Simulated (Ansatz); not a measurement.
Species: sum formula AlO2H2, net charge -1, singlet state. 
Geometry from a B3LYP-D3(BJ)/def2-TZVP (Ansatz, a quantum-chemistry and plane-wave program) optimisation:
```xyz
5

Al    -0.0404    -0.6929    -0.1770
O      1.0800     0.5714    -0.8130
H      0.9726     1.4564    -0.4413
O     -1.0334     0.2270     1.0170
H     -0.8199     1.1642     1.1108
```
Charge -1, spin multiplicity 1.

Total electronic energies in hartree. Cores are frozen in the correlated levels unless marked. Spin-orbit coupling is left out. Non-relativistic. Basis-set limits of correlation are two-point, X^-3; Hartree-Fock from the larger set. The bracket is a focal-point correction in the basis named.

The Hartree-Fock reference is unstable (checked in the largest basis), which strains HF and MP2. 

```csv
level,program,energy (Eh)
HF/cc-pV(D+d)Z,Ansatz,-392.89330
RI-HF/cc-pV(T+d)Z,Ansatz,-392.96500
BLYP-D4/def2-TZVPD,Ansatz + dftd4,-394.27423
r2SCAN-D3(BJ)/def2-TZVPD,Ansatz + dftd3,-394.17504
PBE0-D4/def2-TZVPD,Ansatz + dftd4,-394.00188
PBE0/def2-TZVP,Ansatz,-393.98842
r2SCAN0-D4/def2-TZVPD,Ansatz + dftd4,-394.14363
HSE06-D3(BJ)/def2-TZVPD,Ansatz + dftd3,-393.98810
LC-wPBE-D3(BJ)/def2-TZVPD,Ansatz + dftd3,-394.10177
B2PLYP-D4/def2-TZVPD,Ansatz + dftd4,-394.07070
MP2/cc-pV(T+d)Z,Ansatz,-393.54437
MP2/cc-pV(Q+d)Z,Ansatz,-393.61246
CCSD(T)/STO-3G,Ansatz,-387.75264
CCSD(T) with core electrons (1s frozen past Ne)/cc-pwCVTZ,Ansatz,-393.94898
"RI-MP2/CBS(aug-cc-pV(T+d)Z,aug-cc-pV(Q+d)Z)+[CCSD(T)-MP2]/aug-cc-pV(T+d)Z",Ansatz,-393.6847
```

Totals of different functionals don't rank their quality; only differences between species are comparable.
